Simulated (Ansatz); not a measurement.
Abridged output of a molecular run in Ansatz:

```
Functional definition: HF
1737 factors; integrals over basis functions are off by at most 9.9e-4 eV
mean field evaluation 1: about -16637.5976 eV, gradient 4.7e1 eV
mean field evaluation 2: about -16637.9410 eV, gradient 4.7e1 eV
mean field evaluation 4: about -16642.1495 eV, gradient 4.8e0 eV
mean field evaluation 8: about -16642.2216 eV, gradient 4.1e-1 eV
mean field -16642.22235373 eV, -611.5903909962 hartree, gradient 5.6e-6 eV, S^2 0.000000; 0 other end points of the search recorded, 0 dependent functions left out
8 core orbitals not correlated: weight in the atoms' cores, before any rotation towards them, 1.000 or more for the frozen orbitals, at most 0.000 for the correlated occupied ones
reference -16642.22235373 eV, -611.5903909962 hartree; 24, 24 occupied and 230, 230 virtual orbitals, 1737 factors
second order -46.12829692 eV of doubles, -0.00000000 eV of singles
cycle   1  -45.32822100 eV  change    8.0e-1 eV  update   1.4e-1
cycle   2  -46.26045968 eV  change   -9.3e-1 eV  update   4.3e-2
cycle   3  -46.48851715 eV  change   -2.3e-1 eV  update   2.0e-2
cycle   4  -46.46291386 eV  change    2.6e-2 eV  update   4.6e-3
cycle   5  -46.45664646 eV  change    6.3e-3 eV  update   1.9e-3
cycle   6  -46.45912750 eV  change   -2.5e-3 eV  update   6.1e-4
cycle   7  -46.45915785 eV  change   -3.0e-5 eV  update   2.4e-4
cycle   8  -46.45885213 eV  change    3.1e-4 eV  update   7.9e-5
cycle   9  -46.45884855 eV  change    3.6e-6 eV  update   3.6e-5
perturbative correction -1.61253907 eV, -0.0592597178 hartree
Total energy: -16690.29374135 eV, -613.3569819073 hartree
```

Its atoms:

Z-matrix (Å, degrees):
```
C
F 1 1.355
C 1 1.485 2 110.2
F 1 1.355 2 106.9 3 -119.7
H 1 1.093 2 108.9 3 122.8
F 3 1.330 1 116.3 2 -58.9
C 3 1.325 1 123.9 2 121.1
F 7 1.302 3 124.3 1 180.0
F 7 1.310 3 123.7 1 0.0
```

**Question.** Which basis set was used?
A. def2-SVP
B. def2-QZVPP
C. def2-TZVPP
D. def2-SVPD

**Answer.** C. It gives 262 functions.

**Question.** Write the keys of the input that set method, charge and spin (a neutral closed shell needs none for the last two).

**Answer.** 
```yaml
correlation: {method: ccsd_t}
```
